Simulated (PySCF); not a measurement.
C9H14F3 (charge +1).
Geometry (PBE0-D3(BJ)/def2-SVP, Å), atoms numbered from 1 in this order:
```
atom  x, y, z in Å
C1     3.2356   -0.4089   -0.6438
C2     1.9519   -0.0261   -1.3621
C3     0.8103    0.3394   -0.4224
C4     0.3081   -0.8217    0.4468
C5    -1.1107   -0.6592    0.6532
C6    -1.9964   -1.4805    1.4332
C7    -1.5948    0.5188   -0.1328
F8    -2.8132    0.2882   -0.6855
C9    -1.8088    1.7199    0.8489
F10   -2.7326    1.3905    1.7573
F11   -0.6702    2.0159    1.4847
C12   -0.4738    0.7920   -1.1341
H13    3.5900    0.4061    0.0062
H14    4.0357   -0.6264   -1.3645
H15    3.1133   -1.3088   -0.0200
H16    1.6223   -0.8460   -2.0262
H17    2.1384    0.8364   -2.0223
H18    1.1491    1.1385    0.2552
H19    0.8834   -1.1516    1.3289
H20    0.2640   -1.7576   -0.1811
H21   -1.5388   -2.3684    1.8829
H22   -2.3881   -0.7974    2.2234
H23   -2.9113   -1.7052    0.8541
H24   -2.1633    2.5813    0.2556
H25   -0.6681    0.1730   -2.0262
H26   -0.4532    1.8419   -1.4583
```

NICS is the negative of the GIAO shielding at a point without a nucleus: at the ring centre (0) and 1 Å above and below it (1); zz is the component along the ring normal. Level: GIAO KT2/pcSseg-1 (PySCF, non-relativistic, gas phase) on the PBE0-D3(BJ)/def2-SVP geometry, one conformer.

Ring bond lengths (Å): C3–C4 1.535, C4–C5 1.443, C5–C7 1.497, C7–C12 1.528, C12–C3 1.536.

Problem. Give the NICS values of each ring in ppm.

Solution. 
```csv
ring,type,NICS(0),"NICS(1), two faces","NICS(1)zz, two faces",rms pucker (Å),"centre to ring atoms, mean (Å)"
C3–C4–C5–C7–C12,5-membered carbocycle; formal bonds all single,-0.4,-3.8 / -2.6,-1.8 / -6.3,0.14,1.27
```

Problem. What do they say, and how far can they be read as aromaticity?

Solution. 
- C3–C4–C5–C7–C12: mean NICS(1)zz -4.0 ppm, shielded. C3, C4, C7, C12 have four or more neighbours; no verdict on aromaticity is drawn. The two faces differ by 4.5 ppm, so no symmetry operation interchanges them.

Problem. How shielded are the nuclei of the rings and their hydrogens (means over atoms taken as equivalent)?

Solution. 
```json
{"atoms": "C3", "environment": "sp3 CH carbon", "σ isotropic (ppm)": "142.4", "principal values of the symmetric part, first atom (ppm)": "120.7, 149.4, 157.1"}
{"atoms": "C4", "environment": "ring CH2 carbon", "σ isotropic (ppm)": "108.6", "principal values of the symmetric part, first atom (ppm)": "72.8, 117.9, 135.2"}
{"atoms": "C5", "environment": "formal carbocation centre", "σ isotropic (ppm)": "-130.1", "principal values of the symmetric part, first atom (ppm)": "-270.7, -244.7, 125.0"}
{"atoms": "C7", "environment": "sp3 C–F carbon", "σ isotropic (ppm)": "73.6", "principal values of the symmetric part, first atom (ppm)": "48.2, 71.3, 101.4"}
{"atoms": "C12", "environment": "ring CH2 carbon", "σ isotropic (ppm)": "139.8", "principal values of the symmetric part, first atom (ppm)": "102.8, 147.0, 169.7"}
{"atoms": "H18", "environment": "methine hydrogen", "σ isotropic (ppm)": "28.50", "principal values of the symmetric part, first atom (ppm)": "24.1, 29.6, 31.7"}
{"atoms": "H19", "environment": "methylene hydrogen", "σ isotropic (ppm)": "26.04", "principal values of the symmetric part, first atom (ppm)": "22.2, 26.3, 29.6"}
{"atoms": "H20", "environment": "methylene hydrogen", "σ isotropic (ppm)": "27.87", "principal values of the symmetric part, first atom (ppm)": "23.2, 28.2, 32.2"}
{"atoms": "H25", "environment": "methylene hydrogen", "σ isotropic (ppm)": "28.85", "principal values of the symmetric part, first atom (ppm)": "24.3, 29.4, 32.9"}
{"atoms": "H26", "environment": "methylene hydrogen", "σ isotropic (ppm)": "28.15", "principal values of the symmetric part, first atom (ppm)": "24.4, 27.2, 32.9"}
```

Problem. How do the values depend on the level or the medium?

Solution. 
| level | NICS(0), C3–C4–C5–C7–C12 | mean NICS(1)zz, C3–C4–C5–C7–C12 |
| --- | --- | --- |
| KT2/pcSseg-1, gas | -0.4 | -4.0 |
| PBE0/pcSseg-1, gas | -0.1 | -4.1 |

The geometry is the same throughout.
